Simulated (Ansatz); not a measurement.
Basis sets compared for Cd3F4⁺. Charge 1, multiplicity 2. Geometry r2SCAN-D4/def2-SVP. Ansatz on 4 threads of Arm Neoverse V1 on a shared host; times are rough, and most runs start from earlier orbitals.

```xyz
7

Cd   -1.2570    1.0762   -0.9849
Cd    0.6815   -1.6410   -0.7799
Cd    0.7951    0.6948    1.6265
F     1.0527   -1.3792    1.2887
F     0.9207    0.6022   -0.6285
F    -1.1597   -0.9524   -1.5737
F    -1.0333    1.5995    1.0518
```

In the def2 sets Cd takes a core potential; there is no spin–orbit coupling. The structure comes from a short search, and lower isomers may exist.

| level | functions | energy (Eh) | HOMO (eV) | LUMO (eV) | wall time |
| --- | --- | --- | --- | --- | --- |
| PBE-D4/def2-SVP | 149 | -901.7347 | -9.45 | -9.11 | 4.1 s |
| PBE0-D4/def2-SVP | 149 | -901.7001 | -9.65 | -8.06 | 6.5 s |

Q: Estimate the rows for PBE-D4/def2-TZVP (with forces), PBE0-D4/def2-TZVP.

A: 
```csv
level,functions,energy (Eh),HOMO (eV),LUMO (eV),wall time
PBE-D4/def2-TZVP (with forces),244,-902.3398,-9.60,-9.25,7 s
PBE0-D4/def2-TZVP,244,-902.2980,-9.79,-8.18,14 s
```
